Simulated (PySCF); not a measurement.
PySCF 2.14 output of an unrestricted LDA calculation on a single atom or ion in aug-cc-pV5Z-PP with ECP28MDF (8s8p6d4f3g2h, 139 functions), with scalar relativity through the core potential:

```
SCF conv_tol = 1e-09
number electrons alpha = 13  beta = 10
    P. A. M. Dirac.,  Math. Proc. Cambridge Philos. Soc. 26, 376 (1930)
    F. Bloch.,  Z. Phys. 57, 545 (1929)
    S. H. Vosko, L. Wilk, and M. Nusair.,  Can. J. Phys. 58, 1200 (1980)
cycle= 1 E= -293.7402681781  delta_E= -0.0138  |g|= 0.0771  |ddm|= 1.08
cycle= 2 E= -293.740702059855  delta_E= -0.000434  |g|= 0.0501  |ddm|= 0.266
cycle= 3 E= -293.741020121207  delta_E= -0.000318  |g|= 0.00334  |ddm|= 0.126
cycle= 4 E= -293.741023015518  delta_E= -2.89e-06  |g|= 0.000119  |ddm|= 0.0116
cycle= 5 E= -293.741023020027  delta_E= -4.51e-09  |g|= 5.43e-06  |ddm|= 0.000332
cycle= 6 E= -293.741023020037  delta_E= -9.32e-12  |g|= 7.2e-07  |ddm|= 1.11e-05
converged SCF energy = -293.741023020037  <S^2> = 3.7517352  2S+1 = 4.0008675
```

The run itself started from symmetry-adapted Hartree-Fock orbitals and held the occupation by maximum overlap, on a logarithmic radial grid, so the iterations belong to that start.

Q: Which element, charge and spin multiplicity is this?

A: I²⁺ (iodine, charge +2), multiplicity 4; the state was [Kr] 4d10 5s1 5p4, high-spin 4P determinant (an excited configuration).

Energies and moments cover only the electrons outside the core potential.
